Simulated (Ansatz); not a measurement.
Consider the homolysis of the B–Ga bond: `O[B](Cl)[GaH2]` → `O[B]Cl`• + `[GaH2]`•.

Isolated molecules relaxed with PBE0-D4/def2-TZVP in Ansatz; ΔE leaves out vibrations. CCSD(T)/CBS adds triple-zeta CCSD(T) − MP2 to the extrapolated MP2 energy (def2 sets, frozen cores). DFT in def2-TZVPP. B3LYP here is the variant with VWN-RPA as its local correlation; programs differ in this. HSE06 is defined as in plane-wave codes. Open shells (•) are unrestricted, without spin–orbit coupling. For Ga outer-core shells are correlated without core-valence functions, which leaves a few kJ/mol of doubt a bond. Scalar relativity is left out up to krypton. Each species was taken in one conformer, which may not be the lowest.

```tsv
level	ΔE (kcal/mol)	difference from CCSD(T)/CBS
r2SCAN-D4	73.8	-9.1
B97M-V	78.9	-4.0
B3LYP-D4	76.0	-6.9
HSE06-D4	77.0	-5.9
PBE-QIDH	78.7	-4.2
PBE	75.2	-7.7
revPBE	70.8	-12.1
PBE0	75.6	-7.3
r2SCAN0	73.1	-9.8
HSE06	75.6	-7.3
BHLYP	73.7	-9.2
HF/def2-TZVPP	55.1	-27.8
MP2/def2-TZVPP	80.5	-2.4
CCSD/def2-TZVPP	77.9	-5.0
CCSD(T)/def2-TZVPP	79.6	-3.3
MP2/def2-QZVPP	82.2	-0.7
CCSD(T)/CBS	82.9	0
```

Largest T1 diagnostic among the species: 0.015.

From BLYP to BHLYP (50 % exact exchange), in def2-TZVPP and without D4, ΔE moves by +2.6 kcal/mol. In def2-TZVPP, CCSD(T) changes the Hartree–Fock value by +24.5 kcal/mol (the triples alone add +1.7 kcal/mol) and MP2 by +25.4 kcal/mol; breaking electron pairs costs correlation energy, which Hartree–Fock lacks.
